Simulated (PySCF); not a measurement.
C₅H₅Cl. Atoms are numbered in the order given.

```xyz
11

C      1.6970    -1.3565     0.0000
C      0.4834    -0.7584     0.0000
Cl    -0.9800    -1.7499     0.0000
C      0.2460     0.6416     0.0000
C      0.0201     1.8486     0.0000
C     -0.2437     3.2777     0.0000
H      1.7888    -2.4512     0.0000
H      2.6063    -0.7391     0.0000
H      0.1913     3.7694    -0.8957
H      0.1913     3.7694     0.8957
H     -1.3346     3.4833     0.0000
```
Charge 0, spin multiplicity 1.

Geometry optimised at PBE-D3(BJ)/def2-SVP. This is a generated structure with no PubChem entry under its InChIKey; it may be hypothetical.

The numbers are results of PySCF with SMD-ωB97X/6-31G*, not measurements.

Solvation free energies are E(SMD) − E(gas) at the gas-phase geometry, for 1 M in both phases. In vacuum the dipole moment is 2.32 D.

```tsv
solvent	ΔG(solv) (kcal/mol)	its non-electrostatic (CDS) part	dipole (D)
water	-0.6	4.2	2.98
cyclohexanone	-4.8	-0.3	2.93
methanol	-4.6	0.1	2.96
```
